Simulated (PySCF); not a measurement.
Excitations are Tamm–Dancoff values on a coarser integration grid. The basis has no diffuse functions, so Rydberg states are missing or too high.

Cartesian coordinates (Å):
```xyz
7

O      1.4115    -0.9200    -0.1634
Al     0.0000     0.0000     0.0000
O     -1.5080    -0.7669     0.0593
O      0.0964     1.6868     0.1042
H      2.2858    -0.5299    -0.2014
H     -1.6111    -1.7178     0.0041
H     -0.6747     2.2477     0.1973
```
Charge 0, multiplicity 1.

Problem. What HOMO–LUMO gap, HOMO, T1 excitation (TDA), total energy and brightest of the four lowest singlets (TDA) does PBE-D3(BJ)/def2-TZVP // B3LYP-D3(BJ)/def2-TZVP (PySCF) give?

Solution. 
The HOMO–LUMO gap is 5.97 eV. The HOMO is -7.28 eV and the T1 excitation (TDA) is 5.80 eV. The total energy is -469.8209 Ha and the brightest of the four lowest singlets (TDA) comes out as 6.85 eV.
